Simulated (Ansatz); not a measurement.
Single points on Y3O3⁺.

```yaml
crystal:
  periodic: [false, false, false]
  atoms:
    - {symbol: Y, position_ang: [-0.305653, -0.504396, -1.559497]}
    - {symbol: Y, position_ang: [-2.059377, 1.096079, 0.544588]}
    - {symbol: Y, position_ang: [0.965065, 0.475370, 1.273790]}
    - {symbol: O, position_ang: [0.144439, -1.361334, 0.406041]}
    - {symbol: O, position_ang: [1.420380, -0.995085, -0.292843]}
    - {symbol: O, position_ang: [-0.164843, 1.289356, -0.372078]}
basis:
  gaussian: {orbitals: def2-TZVP, initial_orbitals: start.molden}
total_charge: 1
hamiltonian: {xc: pbe, dispersion: d4}
scf: {omitted_lower_state_checks: [starts]}
output: {forces: true, orbitals: {seedname: orbitals}}
```

The file start.molden holds the orbitals of an earlier run on this structure, at another level or in another basis.

```sh
$ ansatz run in.yaml --threads 4 --pin off --events-out ev --progress --plain --max-ram 4787MiB
```

It prints (some lines left out):

```
Functional definition: PBE
1461 factors; their error is unknown
mean field evaluation 1: about -9263.9460 eV, gradient 1.0e1 eV
mean field evaluation 2: about -9264.1665 eV, gradient 3.3e-1 eV
mean field evaluation 4: about -9264.1560 eV, gradient 2.1e-1 eV
mean field evaluation 8: about -9264.1561 eV, gradient 1.9e-5 eV
mean field -9264.15609098 eV, -340.4514568731 hartree, gradient 1.9e-5 eV, S^2 0.000000; 0 other end points of the search recorded, 0 dependent functions left out
reference -9264.15614322 eV, -340.4514587926 hartree; 28, 28 occupied and 185, 185 virtual orbitals, 1461 factors
Total energy: -9264.36826933 eV, -340.4592542834 hartree
Atom 0 at    -0.305653    -0.504396    -1.559497 Å, force    -0.004674    -0.055262    -0.072177 eV/Å
Atom 1 at    -2.059377     1.096079     0.544588 Å, force    -0.062019     0.005597     0.025787 eV/Å
Atom 2 at     0.965065     0.475370     1.273790 Å, force     0.058411    -0.005343     0.069096 eV/Å
Atom 3 at     0.144439    -1.361334     0.406041 Å, force    -0.099510    -0.091691     0.076041 eV/Å
Atom 4 at     1.420380    -0.995085    -0.292843 Å, force     0.151858    -0.046111    -0.052649 eV/Å
Atom 5 at    -0.164843     1.289356    -0.372078 Å, force    -0.044066     0.192810    -0.046097 eV/Å
Dipole moment:    -0.174127     0.411282    -0.064073 e Å
Checks for a lower state left out: starts
```

Hardware: 4 threads of Arm Neoverse V1 on a shared host. Wall time 4.3 s.

First input, but with `hamiltonian: {xc: {name: B2PLYP}}` and without the key `output` (abridged; 10 s):

```
Functional definition: B2PLYP
mean field -9245.84378607 eV, -339.7784920800 hartree, gradient 2.6e-6 eV, S^2 0.000000
3 core orbitals not correlated: weight in the atoms' cores, before any rotation towards them, 1.000 or more for the frozen orbitals, at most 0.000 for the correlated occupied ones
second order -48.59703272 eV of doubles, -0.00000000 eV of singles
Total energy: -9258.96513588 eV, -340.2606927916 hartree
Checks for a lower state left out: starts
```

As the first input, with `gaussian: {orbitals: STO-3G}`, `hamiltonian: {xc: hf}`, `output: {orbitals: {seedname: orbitals}}` (abridged; 1.9 s):

```
Functional definition: HF
mean field evaluation 16: about -275219.0987 eV, gradient 2.5e-5 eV
mean field -275219.09865222 eV, -10114.1153252638 hartree, gradient 2.5e-5 eV, S^2 0.000000
Total energy: -275219.09865222 eV, -10114.1153252638 hartree
Checks for a lower state left out: starts
```

As the first input, with `hamiltonian: {xc: hse06, dispersion: d4}`, `output: {orbitals: {seedname: orbitals}}` (abridged; 4.6 s):

```
Functional definition: HSE06
mean field -9261.70907453 eV, -340.3615306771 hartree, gradient 8.0e-5 eV, S^2 0.000000
Total energy: -9261.88233444 eV, -340.3678978612 hartree
Checks for a lower state left out: starts
```

First input, but with `gaussian: {orbitals: def2-SVP, initial_orbitals: start.molden}`, `output: {orbitals: {seedname: orbitals}}` (abridged; 2.4 s):

```
Functional definition: PBE
mean field -9256.12399255 eV, -340.1562827002 hartree, gradient 5.5e-5 eV, S^2 0.000000
Total energy: -9256.33616738 eV, -340.1640799811 hartree
Checks for a lower state left out: starts
```

As the first input, with `gaussian: {orbitals: def2-SVP, initial_orbitals: start.molden}`, `correlation: {method: ccsd_t}`, `output: {orbitals: {seedname: orbitals}}` and without the key `hamiltonian` (abridged; 64 s):

```
Functional definition: HF
mean field evaluation 16: about -9180.5529 eV, gradient 2.7e1 eV
mean field evaluation 32: about -9192.9497 eV, gradient 3.9e-1 eV
mean field evaluation 64: about -9193.2368 eV, gradient 9.1e0 eV
mean field -9195.79504789 eV, -337.9392348761 hartree, gradient 3.1e-6 eV, S^2 0.000000; 1 other end points of the search recorded, 0 dependent functions left out; unrestricted orbitals would lower it
determinant -9195.79504789 eV, -337.9392348761 hartree, with singles and doubles -9225.84004913 eV, -339.0433683065 hartree
determinant -9192.97407418 eV, -337.8355660046 hartree, with singles and doubles -9223.85449813 eV, -338.9704006530 hartree
3 core orbitals not correlated: weight in the atoms' cores, before any rotation towards them, 1.000 or more for the frozen orbitals, at most 0.000 for the correlated occupied ones
second order -29.98930921 eV of doubles, -0.00000000 eV of singles
cycle   1  -30.05582065 eV  change   -1.1e-2 eV  update   8.7e-3
cycle   2  -30.05270131 eV  change    3.1e-3 eV  update   6.8e-3
cycle   3  -30.05021679 eV  change    2.5e-3 eV  update   5.4e-3
cycle   4  -30.05299303 eV  change   -2.8e-3 eV  update   1.9e-3
cycle   5  -30.05867506 eV  change   -5.7e-3 eV  update   1.0e-3
cycle   6  -30.05830861 eV  change    3.7e-4 eV  update   4.5e-4
cycle   7  -30.05850744 eV  change   -2.0e-4 eV  update   3.1e-4
cycle   8  -30.05858188 eV  change   -7.4e-5 eV  update   1.5e-4
cycle   9  -30.05814450 eV  change    4.4e-4 eV  update   6.4e-5
cycle  10  -30.05812934 eV  change    1.5e-5 eV  update   2.8e-5
perturbative correction -1.36084317 eV, -0.0500100641 hartree
Total energy: -9227.21402040 eV, -339.0938608192 hartree
Checks for a lower state left out: starts
```

First input, but with `hamiltonian: {xc: {name: wB97M-V}}`, `output: {orbitals: {seedname: orbitals}}` (abridged; 20 s):

```
Functional definition: wB97M-V
mean field -9261.71232412 eV, -340.3616500972 hartree, gradient 1.7e-5 eV, S^2 0.000000
Total energy: -9261.71238633 eV, -340.3616523834 hartree
Checks for a lower state left out: starts
```

Geometry: r2SCAN-D4/def2-SVP.

In the def2 sets Y takes a core potential, while STO-3G treats all electrons; there is no spin–orbit coupling. HSE06 is defined as in plane-wave codes, on full-range PBE exchange. Correlated methods freeze 3 core orbitals; core or outer-core shells of Y are correlated, in sets that lack core-valence functions. The structure holds 1 bond(s) between oxygen atoms. The restricted singlet is unstable towards broken spin symmetry in Hartree–Fock (as tested in another run); at PBE-D4/def2-TZVP, B2PLYP/def2-TZVP, HF/STO-3G, HSE06-D4/def2-TZVP and others this wasn't settled. At CCSD(T)/def2-SVP the restricted singlet (for correlated methods, its reference) is unstable: a solution with broken spin symmetry lies lower. No other spin state of charge 1 was run. Another isomer (singlet) lies 6.59 eV lower at PBE0-D4/def2-TZVP; other spin states weren't run for this one.
